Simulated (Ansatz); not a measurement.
Program: Ansatz. Geometries: PBE0-D4/def2-TZVP. ΔE: electronic, gas phase. CCSD(T)/CBS is the MP2 limit (def2-TZVPP, def2-QZVPP) plus CCSD(T) − MP2 in def2-TZVPP, frozen cores. This one scheme is used for every species. DFT in def2-TZVPP. B3LYP here is the variant with VWN-RPA as its local correlation; programs differ in this. For Ge outer-core shells are correlated without core-valence functions, which leaves a few kJ/mol of doubt a bond. Scalar relativity is left out up to krypton. Each species was taken in one conformer, which may not be the lowest.

`[OH][GeH]([F])[SiH3]` + `[AlH3]` → `[F][GeH]([AlH2])[SiH3]` + H₂O  (formal exchange of groups at a Ge–O bond)

```
         level  ΔE (kJ/mol)
     r2SCAN-D4         11.5
         B3LYP         15.2
MP2/def2-TZVPP         21.2
CCSD/CBS(def2)         11.0
```

**Question.** What does CCSD(T)/CBS give? (An estimate is asked.)

**Answer.** Ansatz gave: +9.9 kJ/mol. The listed levels differ from it by 1.6, 5.3, 11.3, 1.1 kJ/mol.

Largest T1 diagnostic among the species: 0.013.

In def2-TZVPP, CCSD(T) changes the Hartree–Fock value by −17.8 kJ/mol (the triples alone add −1.1 kJ/mol) and MP2 by −13.3 kJ/mol.
